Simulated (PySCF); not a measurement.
PySCF input file for VO₂F, SMILES [F][V](=[O])=[O], multiplicity 1, TDDFT-PBE/def2-SVPD. Geometry optimised at B3LYP-D3(BJ)/def2-SVP. The spin state was assumed, not searched.

```python
import numpy as np
from pyscf import gto, scf, dft, tdscf

mol = gto.M(
    atom='''
    V    -0.04761049   -0.18665477    0.00000000
    O    -0.86869518    0.18139897    1.28926487
    O    -0.86869522    0.18139897   -1.28926485
    F     1.66601828    0.15451958   -0.00000002
    ''',
    basis='def2-SVPD',
    charge=0,
    spin=0,
    symmetry=True,
    max_memory=1600,
    verbose=4,
)
mf = dft.RKS(mol, xc='pbe').density_fit(auxbasis='def2-universal-jkfit')
mf.grids.level = 3
mf.conv_tol = 1e-9
mf.max_cycle = 100
mf.kernel()
mf.grids = dft.Grids(mol).set(level=1).build(with_non0tab=True)  # coarser grid for the response kernel
td = tdscf.TDDFT(mf)
td.singlet = True
td.nstates = 10
td.conv_tol = 1e-4
td.positive_eig_threshold = 1e-6
td.kernel(x0=td.get_init_guess(mf, 15))
td.analyze()
tt = tdscf.TDA(mf)
tt.singlet = False
tt.nstates = 4
tt.conv_tol = 1e-4
tt.positive_eig_threshold = 1e-6
tt.kernel(x0=tt.get_init_guess(mf, 9))
tt.analyze(verbose=3)
```

Output:

```
PySCF version 2.14.0

[INPUT] verbose = 4
[INPUT] num. atoms = 4
[INPUT] num. electrons = 48
[INPUT] charge = 0
[INPUT] spin (= nelec alpha-beta = 2S) = 0
[INPUT] symmetry True subgroup None
[INPUT] Mole.unit = angstrom
[INPUT] Symbol           X                Y                Z      unit          X                Y                Z       unit  Magmom
[INPUT]  1 V     -0.047610490000  -0.186654770000   0.000000000000 AA   -0.089970786756  -0.352726395144   0.000000000000 Bohr   0.0
[INPUT]  2 O     -0.868695180000   0.181398970000   1.289264870000 AA   -1.641595975930   0.342794372578   2.436357506323 Bohr   0.0
[INPUT]  3 O     -0.868695220000   0.181398970000  -1.289264850000 AA   -1.641596051519   0.342794372578  -2.436357468528 Bohr   0.0
[INPUT]  4 F      1.666018280000   0.154519580000  -0.000000020000 AA    3.148318267719   0.291999687083  -0.000000037795 Bohr   0.0

nuclear repulsion = 226.483407521632
point group symmetry = Cs
symmetry origin: [ 1.96846472e-09  1.18107883e-09 -7.87385863e-10]
symmetry axis x: [ 1.00000000e+00  1.35222217e-09 -2.50294438e-09]
symmetry axis y: [ 1.35222217e-09 -1.00000000e+00  4.83106484e-11]
symmetry axis z: [2.50294438e-09 4.83106706e-11 1.00000000e+00]
num. orbitals of irrep A' = 62
num. orbitals of irrep A" = 41
number of shells = 39
number of NR pGTOs = 175
number of NR cGTOs = 103
basis = def2-SVPD
ecp = {}


******** <class 'pyscf.df.df_jk.DFSymAdaptedRKS'> ********
method = DFSymAdaptedRKS
initial guess = minao
damping factor = 0
level_shift factor = 0
DIIS = <class 'pyscf.scf.diis.CDIIS'>
diis_start_cycle = 1
diis_space = 8
diis_damp = 0
SCF conv_tol = 1e-09
SCF conv_tol_grad = None
SCF max_cycles = 100
direct_scf = False
XC library pyscf.dft.libxc version 7.1.2
    S. Lehtola, C. Steigemann, M. J. T. Oliveira, and M. A. L. Marques,  SoftwareX 7, 1–5 (2018)
XC functionals = pbe
    J. P. Perdew, K. Burke, and M. Ernzerhof,  Phys. Rev. Lett. 77, 3865 (1996)
    J. P. Perdew, K. Burke, and M. Ernzerhof,  Phys. Rev. Lett. 78, 1396 (1997)
    J. P. Perdew, K. Burke, and M. Ernzerhof,  Phys. Rev. Lett. 77, 3865 (1996)
    J. P. Perdew, K. Burke, and M. Ernzerhof,  Phys. Rev. Lett. 78, 1396 (1997)
radial grids:
    Treutler-Ahlrichs [JCP 102, 346 (1995); DOI:10.1063/1.469408] (M4) radial grids

becke partition: Becke, JCP 88, 2547 (1988); DOI:10.1063/1.454033
pruning grids: <function nwchem_prune>
grids dens level: 3
symmetrized grids: True
atomic radii adjust function: <function treutler_atomic_radii_adjust>
small_rho_cutoff = 0
Freeze 0 electrons in irreps []
    48 free electrons in irreps A' A"
Set gradient conv threshold to 3.16228e-05
Initial guess from minao.
tot grids = 63336
init E= -1193.65024935564
HOMO (A") = -0.460025528406656  LUMO (A') = -0.28230672631451  gap/eV = 4.83597
cycle= 1 E= -1193.33604648851  delta_E= 0.314  |g|= 1.41  |ddm|= 3.25
HOMO (A') = -0.161232649336064  LUMO (A') = -0.105945514797113  gap/eV = 1.50444
cycle= 2 E= -1177.10914756633  delta_E= 16.2  |g|= 8.34  |ddm|= 5.14
HOMO (A") = -0.207291395791407  LUMO (A') = -0.131754617864077  gap/eV = 2.05546
cycle= 3 E= -1193.51548339281  delta_E= -16.4  |g|= 0.952  |ddm|=  4.8
HOMO (A") = -0.281875138271259  LUMO (A') = -0.209075740890893  gap/eV = 1.98097
cycle= 4 E= -1193.55743443602  delta_E= -0.042  |g|= 0.843  |ddm|= 0.969
HOMO (A") = -0.29714496174624  LUMO (A') = -0.212613034890047  gap/eV = 2.30023
cycle= 5 E= -1193.67189154636  delta_E= -0.114  |g|= 0.236  |ddm|= 0.481
HOMO (A") = -0.28129356681411  LUMO (A') = -0.198425782779925  gap/eV = 2.25495
cycle= 6 E= -1193.67840564651  delta_E= -0.00651  |g|= 0.147  |ddm|= 0.121
HOMO (A") = -0.284107642502233  LUMO (A') = -0.197120924864256  gap/eV = 2.36703
cycle= 7 E= -1193.68179047608  delta_E= -0.00338  |g|= 0.0424  |ddm|= 0.0607
HOMO (A") = -0.283786273117096  LUMO (A') = -0.195835855911793  gap/eV = 2.39325
cycle= 8 E= -1193.68206982179  delta_E= -0.000279  |g|= 0.0114  |ddm|= 0.016
HOMO (A") = -0.283781967946873  LUMO (A') = -0.195500220005471  gap/eV = 2.40227
cycle= 9 E= -1193.68209053405  delta_E= -2.07e-05  |g|= 0.00233  |ddm|= 0.00484
HOMO (A") = -0.283884208520829  LUMO (A') = -0.195515308765697  gap/eV = 2.40464
cycle= 10 E= -1193.68209160983  delta_E= -1.08e-06  |g|= 0.000506  |ddm|= 0.00161
HOMO (A") = -0.283882550334901  LUMO (A') = -0.195526305826558  gap/eV = 2.40430
cycle= 11 E= -1193.682091652  delta_E= -4.22e-08  |g|= 6.12e-05  |ddm|= 0.000214
HOMO (A") = -0.283880469752227  LUMO (A') = -0.19552587986669  gap/eV = 2.40425
cycle= 12 E= -1193.68209165258  delta_E= -5.75e-10  |g|= 2.13e-05  |ddm|= 2.36e-05
HOMO (A") = -0.283879145934832  LUMO (A') = -0.195530822454317  gap/eV = 2.40408
Extra cycle  E= -1193.68209164807  delta_E= 4.5e-09  |g|= 0.000165  |ddm|= 8.51e-05
converged SCF energy = -1193.68209164807
tot grids = 23224
Overwritten attributes  positive_eig_threshold  of <class 'pyscf.tdscf.rks.CasidaTDDFT'>


******** <class 'pyscf.tdscf.rks.CasidaTDDFT'> for <class 'pyscf.df.df_jk.DFSymAdaptedRKS'> ********
nstates = 10 singlet
deg_eia_thresh = 1.000e-03
wfnsym = None
conv_tol = 0.0001
eigh lindep = 1e-12
eigh level_shift = 0
eigh max_cycle = 100


Excitation energies (eV)
[2.45683897 3.41624827 3.76862454 4.01015795 4.12404658 4.18886991
 4.57251767 4.81749069 4.98703802 5.10048073]

** Singlet excitation energies and oscillator strengths **
Excited State   1:   A"      2.45684 eV    504.65 nm  f=0.0006
      24 -> 25       -0.70664
Excited State   2:   A"      3.41625 eV    362.93 nm  f=0.0022
      24 -> 26        0.70076
Excited State   3:   A'      3.76862 eV    328.99 nm  f=0.0048
      22 -> 26        0.11214
      23 -> 25        0.68159
Excited State   4:   A'      4.01016 eV    309.18 nm  f=0.0072
      22 -> 25       -0.68773
      24 -> 27        0.14673
Excited State   5:   A"      4.12405 eV    300.64 nm  f=0.0047
      21 -> 25        0.69187
Excited State   6:   A'      4.18887 eV    295.98 nm  f=0.0020
      22 -> 25       -0.14198
      24 -> 27       -0.68814
Excited State   7:   A'      4.57252 eV    271.15 nm  f=0.0049
      22 -> 26        0.19596
      23 -> 26        0.67210
Excited State   8:   A"      4.81749 eV    257.36 nm  f=0.0006
      20 -> 25        0.67426
      21 -> 26       -0.19591
Excited State   9:   A"      4.98704 eV    248.61 nm  f=0.0000
      20 -> 25        0.19045
      21 -> 26        0.67431
Excited State  10:   A'      5.10048 eV    243.08 nm  f=0.0048
      19 -> 25        0.60158
      22 -> 26       -0.34693

** Transition electric dipole moments (AU) **
state          X           Y           Z        Dip. S.      Osc.
  1        -0.0000      0.0000     -0.0978      0.0096      0.0006
  2        -0.0000      0.0000     -0.1635      0.0267      0.0022
  3         0.2092     -0.0931     -0.0000      0.0525      0.0048
  4        -0.1320     -0.2366      0.0000      0.0734      0.0072
  5        -0.0000     -0.0000     -0.2158      0.0466      0.0047
  6        -0.0694     -0.1231      0.0000      0.0200      0.0020
  7         0.1215      0.1693     -0.0000      0.0434      0.0049
  8         0.0000      0.0000     -0.0692      0.0048      0.0006
  9         0.0000     -0.0000     -0.0153      0.0002      0.0000
 10         0.1781     -0.0805     -0.0000      0.0382      0.0048

** Transition velocity dipole moments (imaginary part, AU) **
state          X           Y           Z        Dip. S.      Osc.
  1         0.0000      0.0000     -0.0093      0.0001      0.0006
  2         0.0000      0.0000     -0.0182      0.0003      0.0018
  3         0.0268     -0.0117     -0.0000      0.0009      0.0041
  4        -0.0191     -0.0335      0.0000      0.0015      0.0067
  5        -0.0000     -0.0000     -0.0292      0.0009      0.0037
  6        -0.0099     -0.0172      0.0000      0.0004      0.0017
  7         0.0196      0.0252     -0.0000      0.0010      0.0041
  8         0.0000      0.0000     -0.0128      0.0002      0.0006
  9         0.0000     -0.0000     -0.0046      0.0000      0.0001
 10         0.0360     -0.0150      0.0000      0.0015      0.0054

** Transition magnetic dipole moments (imaginary part, AU) **
state          X           Y           Z
  1         0.2773      0.4778     -0.0000
  2         0.0113     -0.3363      0.0000
  3        -0.0000     -0.0000     -0.1937
  4        -0.0000      0.0000     -0.6724
  5         0.6093     -0.1309     -0.0000
  6         0.0000      0.0000     -1.0273
  7         0.0000     -0.0000      0.4881
  8         1.2448     -0.2713     -0.0000
  9         1.4703     -0.1020     -0.0000
 10         0.0000      0.0000      0.0786
Overwritten attributes  positive_eig_threshold  of <class 'pyscf.tdscf.rks.TDA'>


******** <class 'pyscf.tdscf.rks.TDA'> for <class 'pyscf.df.df_jk.DFSymAdaptedRKS'> ********
nstates = 4 triplet
deg_eia_thresh = 1.000e-03
wfnsym = None
conv_tol = 0.0001
eigh lindep = 1e-12
eigh level_shift = 0
eigh max_cycle = 100


Excitation energies (eV)
[2.31501963 3.12805653 3.1960404  3.65946385]

** Triplet excitation energies and oscillator strengths **
Excited State   1:   A"      2.31502 eV    535.56 nm  f=0.0000
Excited State   2:   A"      3.12806 eV    396.36 nm  f=0.0000
Excited State   3:   A'      3.19604 eV    387.93 nm  f=0.0000
Excited State   4:   A'      3.65946 eV    338.80 nm  f=0.0000
```

The calculation finished and met its thresholds.

Cost: roughly 16 core-seconds.
